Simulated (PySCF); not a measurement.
A GIAO shielding run with PySCF (density fitting, non-relativistic, gas phase) on `CN1CC[SiH2]S[SiH2]1`, C3H11NSSi2:

```
$ OMP_NUM_THREADS=1 python probes_run.py task.json out

{"job": {"kind": "nmr", "xc": "PBE0", "basis": "pcSseg-1"}, "charge": 0, "multiplicity": 1}
C     -2.251322    -0.522491     0.092299
N     -0.897877    -0.044271    -0.054551
C      0.060335    -1.082225     0.274883
C      1.509678    -0.747152    -0.044986
Si     2.111460     0.853176     0.783088
S      1.088490     2.446117    -0.207392
Si    -0.592271     1.350770    -1.001811
H     -2.469657    -1.333406    -0.612610
H     -2.951944     0.286887    -0.085762
H     -2.401142    -0.903808     1.105844
H     -0.029984    -1.300802     1.349612
H     -0.221920    -2.002268    -0.263902
H      1.626871    -0.660037    -1.127277
H      2.121360    -1.592315     0.271562
H      1.779485     0.849739     2.205658
H      3.533749     1.063107     0.547646
H     -0.294943     1.105944    -2.417693
H     -1.729127     2.239352    -0.826266
```

Hardware: 1 thread of an Arm Neoverse V1, shared host. The job also computes population analyses, field gradients, ring-centre shieldings.

Q: How large is the calculation?

A: 80 electrons, 195 basis functions and 1078 auxiliary functions.

Q: How long does it take, and how much memory does it need?

A: 38 s of wall time, with 12 SCF cycles and 4 response iterations; peak memory 0.88 GiB. Times on a shared host scatter by some tens of per cent.
